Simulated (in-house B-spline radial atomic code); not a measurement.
## RPA and G0W0 on PBE: Pb³⁺

Configuration [Xe] 4f14 5d10 6s1, highest spin, mean-field start PBE. Computed with a B-spline radial code for spherical atoms: all electrons, scalar-relativistic (spin-free one-electron X2C), finite nucleus, each spin shell either full or empty, empty states to l = 9 with an (l + 1/2)⁻⁴ tail; G0W0 by contour deformation at full frequency.

Without the two-electron picture change, the correlation of inner shells comes somewhat too large for so heavy an element.

RPA overbinds a lone outer s electron by self-correlation, and G0W0 tends to as well.

Command:
```bash
python run_gw.py task.json out
```
Settings (radii: box in bohr, nucleus in fm):
```
Z                        82
electrons                79
configuration            [Xe] 4f14 5d10 6s1
hamiltonian              x2c
method                   pbe,pbe
lmax                     9
rms_radius               5.5012
spin_polarised           True
box_radius               14.14
intervals                68
ion_configuration        [Xe] 4f14 5d10
```

Run time, properties included: 26 s on 1 thread of Arm Neoverse N1, on a shared host.

Energies (hartree):

| term | value |
| --- | --- |
| mean-field total | -20884.32335 |
| Hartree-Fock functional on these orbitals | -20878.26117 |
| direct second order | -8.1783 |
| second-order exchange | 2.0232 |
| SOSEX correction | 1.9024 |

What is the RPA correlation energy, and what remains with SOSEX?

RPA gives -7.1755 hartree (-2.47 eV per electron); RPA + SOSEX gives -5.273, and the second-order doubles -6.1551 hartree (no singles). SOSEX takes back 27 % of the RPA value.

Quasi-particle levels (eV):

| level | occupied | mean field | Σx - vxc | Σc | QP weight | G0W0 |
| --- | --- | --- | --- | --- | --- | --- |
| 6s up | yes | -37.88 | -3.18 | ? | ? | ? |
| 5d down | yes | -49.16 | -8.25 | 0.21 | 0.915 | -57.21 |
| 5d up | yes | -49.55 | -8.38 | 0.28 | 0.907 | -57.64 |
| 6s down | no | -36.88 | 7.57 | -3.05 | 0.947 | -32.37 |

G0W0 = mean field + (Σx - vxc) + Σc, with Σc (partial-wave tail included) taken at the quasi-particle energy. Only the outer levels were computed. Levels of low weight are left out.

Where does G0W0 put 6s up?

At -43.11 eV, with Σc = -2.05 eV and a quasi-particle weight of 0.957. The tabulated removal energy is 42.333 eV (NIST, measured); the calculation leaves out spin-orbit coupling, Breit and QED terms, and what these don't explain is the method's own error.

What does it cost to remove one electron (to [Xe] 4f14 5d10) by differences of total energies, each species on its own start (correlation terms add to the Hartree-Fock functional)?

PBE 42.88 eV, Hartree-Fock functional 40.53 eV, + RPA 42.91 eV, + RPA + SOSEX 42.18 eV, + second order 43.55 eV. Tabulated: 42.333 eV (NIST, measured); the calculation leaves out spin-orbit coupling, Breit and QED terms, and what these don't explain is the method's own error.
